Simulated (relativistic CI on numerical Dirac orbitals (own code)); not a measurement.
## What each ingredient does to the levels of Ni¹⁹⁺

Base calculation: Dirac-Coulomb-Breit CI, separate exchange-only KLI orbitals for each configuration, model QED (radiative potential, 1s self-energy scaled to tabulated hydrogen-like ionisation energies), unscaled Slater integrals.

Configurations in the expansion (outside the closed core 1s2): 2s2.2p5, 2s.2p6, 2p6.3s, 2p6.3p, 2s2.2p4.3s, 2p6.3d, 2s2.2p4.3p, 2s2.2p4.3d, 2s.2p5.3s, 2s.2p5.3p, 2s.2p5.3d, 2s2.2p4.4s, 2s2.2p4.4p, 2s2.2p4.4d, 2s2.2p4.4f, 2s.2p5.4s, 2s.2p5.4p, 2s2.2p3.3s2, 2s2.2p4.5s, 2s2.2p4.5p, 2s.2p5.4d, 2s2.2p4.5d, 2s.2p5.4f, 2s2.2p4.5f, 2s2.2p4.5g, 2s2.2p3.3s.3p, 2s2.2p3.3p2, 2s2.2p3.3s.3d, 2s2.2p3.3p.3d, 2s.2p4.3s2, 2s.2p4.3s.3p, 2s2.2p3.3d2, 2s.2p5.5s, 2s.2p5.5p, 2s.2p5.5d, 2s.2p5.5f. Levels of other configurations are missing.

The lowest level and the first level of each name with at least 55 % of one term (blank where a level has no safe partner in the second run):

| Level | Base (eV) | Shift (eV) |
| --- | --- | --- |
| 2s2.2p5 2P°_3/2 | 0.000 | 0.000 |
| 2s2.2p5 2P°_1/2 | 17.830 | -17.830 |
| 2s.2p6 2S_1/2 | 151.065 | -21.468 |
| 2s2.2p4.3s 4P_5/2 | 931.111 | +3.915 |
| 2s2.2p4.3s 2P_3/2 | 934.912 |  |
| 2s2.2p4.3s 4P_1/2 | 943.377 | -8.351 |
| 2s2.2p4.3s 4P_3/2 | 947.797 |  |
| 2s2.2p4.3s 2P_1/2 | 951.015 | -10.464 |
| 2s2.2p4.3s 2D_5/2 | 958.952 | -8.186 |
| 2s2.2p4.3s 2D_3/2 | 959.625 | -8.858 |
| 2s2.2p4.3p 4P°_3/2 | 965.131 | +0.041 |
| 2s2.2p4.3p 4P°_5/2 | 965.954 | -0.782 |
| 2s2.2p4.3p 2D°_5/2 | 970.773 |  |
| 2s2.2p4.3p 4D°_7/2 | 970.957 | -1.088 |

At this charge energies of transitions that change n are usually good to better than 1 %, and those within a shell (Δn = 0) to a few per cent.

Task: One thing was changed in a second run, which moved the levels as shown. Which?
A. non-relativistic limit
B. one mean potential for all configurations
C. Breit term removed
D. configuration mixing switched off
E. QED terms removed

Result: A. Non-relativistic limit. Without relativity the fine structure collapses and s electrons lose their extra binding.

LS names give the leading component of a level, which can be under half, so a name can repeat, a term be missing and a line seem to break the LS rules.
